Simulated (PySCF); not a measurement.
As4, quintet, at the geometry of the source list (a higher spin typed on purpose: for a closed-shell molecule this is an excited state); DF-TPSS/cc-pVDZ run with PySCF.

Here is a job for PySCF.
```python
from pyscf import gto, scf, dft

mol = gto.M(
    atom='''
As   -0.982900    0.090400   -1.077400
As    0.665900    1.290500    0.161300
As    0.991200   -1.021800   -0.329400
As   -0.674200   -0.359100    1.245600
''',
    basis='cc-pvdz',
    charge=0,
    spin=4,
    verbose=4,
)

mf = dft.UKS(mol)
mf.xc = 'tpss'
mf = mf.density_fit(auxbasis='def2-universal-jkfit')
mf.kernel()
```

It wrote (shortened):

```
PySCF version 2.14.0

[INPUT] verbose = 4
[INPUT] num. atoms = 4
[INPUT] num. electrons = 132
[INPUT] charge = 0
[INPUT] spin (= nelec alpha-beta = 2S) = 4
[INPUT] symmetry False subgroup None
[INPUT] Mole.unit = angstrom
[INPUT] Symbol           X                Y                Z      unit          X                Y                Z       unit  Magmom
[INPUT]  1 As    -0.982900000000   0.090400000000  -1.077400000000 AA   -1.857411807835   0.170831241661  -2.035990926606 Bohr   0.0
[INPUT]  2 As     0.665900000000   1.290500000000   0.161300000000 AA    1.258368626348   2.438691563751   0.304812823892 Bohr   0.0
[INPUT]  3 As     0.991200000000  -1.021800000000  -0.329400000000 AA    1.873096534669  -1.930922154081  -0.622475785432 Bohr   0.0
[INPUT]  4 As    -0.674200000000  -0.359100000000   1.245600000000 AA   -1.274053353182  -0.678600651331   2.353842860758 Bohr   0.0

nuclear repulsion = 1449.09864795541
number of shells = 24
number of NR pGTOs = 308
number of NR cGTOs = 108
basis = cc-pvdz
ecp = {}

******** <class 'pyscf.df.df_jk.DFUKS'> ********
method = DFUKS
initial guess = minao
damping factor = 0
level_shift factor = 0
DIIS = <class 'pyscf.scf.diis.CDIIS'>
diis_start_cycle = 1
diis_space = 8
diis_damp = 0
SCF conv_tol = 1e-09
SCF conv_tol_grad = None
SCF max_cycles = 50
direct_scf = False
number electrons alpha = 68  beta = 64
XC library pyscf.dft.libxc version 7.1.2
    S. Lehtola, C. Steigemann, M. J. T. Oliveira, and M. A. L. Marques,  SoftwareX 7, 1–5 (2018)
XC functionals = tpss
    J. Tao, J. P. Perdew, V. N. Staroverov, and G. E. Scuseria,  Phys. Rev. Lett. 91, 146401 (2003)
    J. P. Perdew, J. Tao, V. N. Staroverov, and G. E. Scuseria,  J. Chem. Phys. 120, 6898 (2004)
    J. Tao, J. P. Perdew, V. N. Staroverov, and G. E. Scuseria,  Phys. Rev. Lett. 91, 146401 (2003)
    J. P. Perdew, J. Tao, V. N. Staroverov, and G. E. Scuseria,  J. Chem. Phys. 120, 6898 (2004)
radial grids:
    Treutler-Ahlrichs [JCP 102, 346 (1995); DOI:10.1063/1.469408] (M4) radial grids

becke partition: Becke, JCP 88, 2547 (1988); DOI:10.1063/1.454033
pruning grids: <function nwchem_prune>
grids dens level: 3
symmetrized grids: False
atomic radii adjust function: <function treutler_atomic_radii_adjust>
small_rho_cutoff = 0
Set gradient conv threshold to 3.16228e-05
tot grids = 81696
init E= -8941.22535924016

cycle= 1 E= -8943.01307837911  delta_E= -1.79  |g|= 0.125  |ddm|= 2.22

cycle= 2 E= -8942.87813020337  delta_E= 0.135  |g|= 0.377  |ddm|= 1.93

cycle= 3 E= -8943.01580878974  delta_E= -0.138  |g|= 0.0998  |ddm|= 1.96

cycle= 4 E= -8943.02495965704  delta_E= -0.00915  |g|= 0.018  |ddm|= 0.269

cycle= 5 E= -8943.02509399637  delta_E= -0.000134  |g|= 0.0205  |ddm|= 0.16

cycle= 6 E= -8943.02344652066  delta_E= 0.00165  |g|= 0.044  |ddm|= 0.392

cycle= 7 E= -8943.02555547895  delta_E= -0.00211  |g|= 0.00607  |ddm|= 0.29

cycle= 8 E= -8943.02553345629  delta_E= 2.2e-05  |g|= 0.00883  |ddm|= 0.0506

cycle= 9 E= -8943.02561304773  delta_E= -7.96e-05  |g|= 0.00135  |ddm|= 0.0415

cycle= 10 E= -8943.02561729981  delta_E= -4.25e-06  |g|= 0.00085  |ddm|= 0.0189

cycle= 11 E= -8943.02561857019  delta_E= -1.27e-06  |g|= 0.000351  |ddm|= 0.00868

cycle= 12 E= -8943.02561886972  delta_E= -3e-07  |g|= 0.000184  |ddm|= 0.00599

cycle= 13 E= -8943.02561887939  delta_E= -9.67e-09  |g|= 0.000257  |ddm|= 0.00364

cycle= 14 E= -8943.02561893075  delta_E= -5.14e-08  |g|= 0.000142  |ddm|= 0.00114

cycle= 15 E= -8943.02561883255  delta_E= 9.82e-08  |g|= 0.000372  |ddm|= 0.00169

cycle= 16 E= -8943.02561896047  delta_E= -1.28e-07  |g|= 0.000152  |ddm|= 0.00228

cycle= 17 E= -8943.02561900134  delta_E= -4.09e-08  |g|= 0.000155  |ddm|= 0.00235

cycle= 18 E= -8943.02561901024  delta_E= -8.9e-09  |g|= 0.000153  |ddm|= 0.000399

cycle= 19 E= -8943.02561897797  delta_E= 3.23e-08  |g|= 0.000157  |ddm|= 0.00163

cycle= 20 E= -8943.02561897011  delta_E= 7.86e-09  |g|= 0.000157  |ddm|= 0.000426

cycle= 21 E= -8943.02561897979  delta_E= -9.68e-09  |g|= 0.000161  |ddm|= 0.000617

cycle= 22 E= -8943.0256189721  delta_E= 7.69e-09  |g|= 0.000162  |ddm|= 0.000433

cycle= 23 E= -8943.02561890179  delta_E= 7.03e-08  |g|= 0.000149  |ddm|= 0.00432

cycle= 24 E= -8943.02561849811  delta_E= 4.04e-07  |g|= 8.94e-05  |ddm|= 0.0375

cycle= 25 E= -8943.02561856653  delta_E= -6.84e-08  |g|= 5.49e-05  |ddm|= 0.00888

cycle= 26 E= -8943.02561856956  delta_E= -3.03e-09  |g|= 8.11e-05  |ddm|= 0.00102

cycle= 27 E= -8943.02561846424  delta_E= 1.05e-07  |g|= 2.59e-05  |ddm|= 0.0213

cycle= 28 E= -8943.02561845977  delta_E= 4.46e-09  |g|= 1.68e-05  |ddm|= 0.00303

cycle= 29 E= -8943.02561845771  delta_E= 2.06e-09  |g|= 8.27e-06  |ddm|= 0.00356

cycle= 30 E= -8943.02561845832  delta_E= -6.17e-10  |g|= 9.15e-06  |ddm|= 0.0024

Extra cycle  E= -8943.0256184558  delta_E= 2.52e-09  |g|= 4.89e-05  |ddm|= 0.000277
converged SCF energy = -8943.0256184558  <S^2> = 6.0138373  2S+1 = 5.0055319
```
